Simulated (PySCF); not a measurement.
CH8ClNSi3, SMILES N[Si@@]1(Cl)C[SiH2][SiH2]1.

Geometry optimised at PBE0-D3(BJ)/def2-SVP. The structure was generated by enumeration; whether it is a known compound was not checked. The values are those of a single conformer.

Method: PBE0-D3(BJ)/def2-SVP (PySCF 2.14.0).

Frequencies are harmonic and unscaled.

### Question
Estimate the vibrational spectrum. (Estimate from the structure and the level; the computed values follow.)

### Answer

```csv
mode,ν (cm⁻¹),IR (km/mol),moving atoms (share of kinetic energy)
1,66,0.5,"Si 39 %, H 20 %, Cl 16 %, N 16 %, C 9 %"
2,107,1.0,"Si 36 %, H 24 %, Cl 21 %, N 18 %"
3,167,2.2,"H 32 %, Si 22 %, N 19 %, C 17 %, Cl 11 %"
4,189,5.8,"Si 26 %, Cl 24 %, N 22 %, H 21 %, C 8 %"
5,216,0.9,"H 40 %, Si 30 %, N 14 %, C 11 %"
6,285,15.1,"H 39 %, Si 35 %, Cl 15 %"
7,299,13.4,"H 80 %, N 10 %"
8,343,3.8,"H 59 %, Si 22 %, Cl 15 %"
9,398,4.7,"Si 65 %, H 30 %"
10,439,2.1,"H 71 %, Si 21 %"
11,442,2.2,"Si 58 %, H 23 %, Cl 9 %"
12,453,116.8,"H 60 %, N 20 %, Si 19 %"
13,541,2.8,H 86 %
14,554,176.3,"Si 51 %, H 25 %, Cl 14 %"
15,616,12.3,"H 75 %, Si 20 %"
16,637,18.9,"H 66 %, Si 23 %, C 8 %"
17,672,97.3,"C 36 %, H 36 %, Si 27 %"
18,675,8.8,"H 55 %, C 32 %, Si 12 %"
19,721,7.8,"H 67 %, C 24 %"
20,762,64.6,"H 71 %, C 15 %, Si 10 %"
21,856,186.4,"H 68 %, Si 14 %, N 10 %, C 8 %"
22,874,87.2,"N 41 %, Si 34 %, H 23 %"
23,905,39.1,H 92 %
24,924,104.0,H 94 %
25,953,7.0,"H 84 %, Si 10 %"
26,996,74.2,"H 67 %, C 31 %"
27,1363,13.8,"H 91 %, C 9 %"
28,1542,48.3,"H 90 %, N 10 %"
29,2215,104.5,H 98 %
30,2221,94.1,H 97 %
31,2232,18.9,H 96 %
32,2239,141.5,H 96 %
33,3083,0.1,H 95 %
34,3160,0.3,"H 91 %, C 9 %"
35,3593,39.1,H 96 %
36,3695,37.2,"H 91 %, N 9 %"
```
